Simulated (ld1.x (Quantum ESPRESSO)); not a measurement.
**Before and after: TM potential for Mo**

ld1.x (Quantum ESPRESSO) 7.5 input, shortened:

```
&input
   title='Mo', zed=42., rel=1, dft='PZ', iswitch=3,
   config='[Kr] 4d3 5s0 5p0'
 /
 &inputp
   pseudotype=2, tm=.true., lloc=1,
   nlcc=.true., rcore=0.70
 /
3
4S  1  0   2.00   0.00  1.45  1.45  0.0
4D  3  2   3.00   0.00  2.20  2.20  0.0
4P  2  1   6.00   0.00  2.05  2.05  0.0
 &test
   configts(1)='4s2 4p6 4d3 5s0 5p0'
 /
```

Change: all radii but the core radius scaled by about 0.76 (s 1.10, p 1.56, d 1.66 bohr).

Cutoffs: the cutoffs (Ry, on a coarse ladder) from which the occupation-weighted sum of valence levels, in a spherical-Bessel basis at the reference potential, stays within 10 and 1 mRy of its value at 400 Ry; they do not see the model core or the augmentation charge, which bear on the density cutoff. Errors are all-electron minus pseudo energies relative to the spin-unpolarised reference configuration.

**Question.** How do hardness, ghosts and transferability respond?

**Answer.** The potential gets harder (70 Ry and 120 Ry → 100 Ry and 180 Ry); of the 9 tests that both files solve, the error grows in 0 and shrinks in 9 by more than 15 % and 0.3 meV (median size 134.2 → 49.0 meV); neither file shows a bound ghost. A smaller radius makes the pseudo-wave follow the all-electron one further in, where it bends more sharply, so more plane waves are needed. Less of the atom is replaced, so other configurations are described better.

```csv
quantity,base,changed
"cutoff, loose",70 Ry,100 Ry
"cutoff, tight",120 Ry,180 Ry
loose cutoff by channel (10 mRy a level),"s 60 Ry, d 30 Ry, p 21 Ry","s 90 Ry, d 35 Ry, p 35 Ry"
bound ghosts,none,none
"error for 4s2 4p6 4d5 5s1 5p0, meV [ΔE -49.85 eV]",+282,+80
"error for 4s2 4p6 4d5 5s0 5p0, meV [ΔE -42.66 eV]",+52,+21
"error for 4s2 4p6 4d4 5s0 5p0, meV [ΔE -26.96 eV]",+20,+8.2
"error for 4s2 4p6 4d2 5s0 5p0, meV [ΔE 39.70 eV]",+31,+10
"error for 4s2 4p6 4d5 5s0 5p1, meV [ΔE -46.61 eV]",+134,+49
"error for 4s1 4p6 4d5 5s1 5p0, meV [ΔE 20.46 eV]",+284,+63
"error for 4s2 4p6 4d4 5s2 5p0, meV [ΔE -49.71 eV]",+574,+153
"error for 4s2 4p6 4d3 5s0 5p0 (spin-polarised), meV [ΔE -1.57 eV]",+75,+37
"error for 4s2 4p6 4d5 5s1 5p0 (spin-polarised), meV [ΔE -53.77 eV]",+412,+143
```
